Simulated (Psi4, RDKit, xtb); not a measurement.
Torsional profile of C6H10OSSi, SMILES COC[SiH2]c1cccs1, singlet. Scanned: dihedral O2–C3–Si4–C5; all other coordinates were relaxed at GFN2-xTB. Points at φ and −φ are mirror images. Heavy atoms are numbered in the order of the SMILES COC[SiH2]c1cccs1, hydrogens after them in the order of the atoms that carry them; the mirror image has the same energies with the sign of each dihedral reversed. Each profile is relative to its own lowest point.

```
φ / °    A    B    C
-----  ---  ---  ---
-160   2.2  0.9  1.5
-140   3.3  1.7  2.7
-120   3.6  2.1  2.8
-100   2.8  1.6  1.7
-80    1.1  0.6  0.3
-60    0.0  0.0  0.0
-40    0.7  0.6  1.4
-20    2.2  1.7  3.6
0      3.0  2.3  4.6
20     2.2  1.7  3.6
40     0.7  0.6  1.4
60     0.0  0.0  0.0
80     1.1  0.6  0.3
100    2.8  1.6  1.7
120    3.6  2.1  2.8
140    3.3  1.7  2.7
160    2.2  0.9  1.5
180    1.7  0.6  0.9
```

Energies in kcal/mol.

### Question
Match the curves with the methods Psi4 1.11 with B3LYP/def2-SVP // GFN2-xTB; GFN1-xTB // GFN2-xTB (xtb); UFF // GFN2-xTB (RDKit 2026.03.6).

### Answer
A is B3LYP/def2-SVP; B is GFN1-xTB; C is UFF.
